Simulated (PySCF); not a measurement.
Molfile (atoms numbered from 1):
```
H10O2Si4
     RDKit          3D

 16 15  0  0  0  0  0  0  0  0999 V2000
   -2.3915    0.8646    0.5037 Si  0  0  0  0  0  4  0  0  0  0  0  0
   -1.2289   -0.2801    0.8141 O   0  0  0  0  0  0  0  0  0  0  0  0
   -0.6596   -1.8231    0.6554 Si  0  0  0  0  0  4  0  0  0  0  0  0
    0.7734   -1.7733   -0.1586 O   0  0  0  0  0  0  0  0  0  0  0  0
    2.0852   -0.7629   -0.3743 Si  0  0  0  0  0  4  0  0  0  0  0  0
    1.5648    1.4470    0.2324 Si  0  0  0  0  0  4  0  0  0  0  0  0
   -3.7309    0.3497    0.9182 H   0  0  0  0  0  0  0  0  0  0  0  0
   -2.0640    2.0893    1.2848 H   0  0  0  0  0  0  0  0  0  0  0  0
   -2.4231    1.1888   -0.9531 H   0  0  0  0  0  0  0  0  0  0  0  0
   -1.6145   -2.6489   -0.1313 H   0  0  0  0  0  0  0  0  0  0  0  0
   -0.4453   -2.3815    2.0169 H   0  0  0  0  0  0  0  0  0  0  0  0
    2.4909   -0.8224   -1.8102 H   0  0  0  0  0  0  0  0  0  0  0  0
    3.2294   -1.2557    0.4539 H   0  0  0  0  0  0  0  0  0  0  0  0
    1.2016    1.5392    1.6788 H   0  0  0  0  0  0  0  0  0  0  0  0
    0.4363    1.9774   -0.5936 H   0  0  0  0  0  0  0  0  0  0  0  0
    2.7691    2.3022   -0.0146 H   0  0  0  0  0  0  0  0  0  0  0  0
  1  2  1  0
  2  3  1  0
  3  4  1  0
  4  5  1  0
  5  6  1  0
  1  7  1  0
  1  8  1  0
  1  9  1  0
  3 10  1  0
  3 11  1  0
  5 12  1  0
  5 13  1  0
  6 14  1  0
  6 15  1  0
  6 16  1  0
M  END
```

- structure optimised with PBE0-D3(BJ)/def2-SVP
- NMR shieldings at B3LYP/pcSseg-1/GIAO
- code: PySCF
- relativity neglected, one conformer, in vacuum, rapidly exchanging positions averaged

Referencing at the same level of theory: ¹H and ²⁹Si against TMS; H2O for ¹⁷O.

| atoms | nucleus | count | δ (ppm) |
| --- | --- | --- | --- |
| H12/H13 | ¹H | 2 | 5.34 |
| Si1 | ²⁹Si | 1 | -46.4 |
| O2 | ¹⁷O | 1 | 42.3 |
| Si6 | ²⁹Si | 1 | -101.5 |
| Si3 | ²⁹Si | 1 | ? |
| O4 | ¹⁷O | 1 | 49.0 |
| Si5 | ²⁹Si | 1 | ? |
| H10/H11 | ¹H | 2 | 4.85 |
| H7/H8/H9 | ¹H | 3 | 4.97 |
| H14/H15/H16 | ¹H | 3 | ? |

**Question.** Fill in the missing shifts.

**Answer.** 
- H14/H15/H16: 3.51 ppm, hydrogen on a silicon bonded to Si
- Si5: -27.9 ppm, silicon bonded to O, Si, 2 H
- Si3: -45.1 ppm, silicon bonded to 2 O, 2 H

Experimental scales use liquid or dissolved standards, which lie at an offset from isolated H2O (liquid H2O: subtract about 36 ppm).
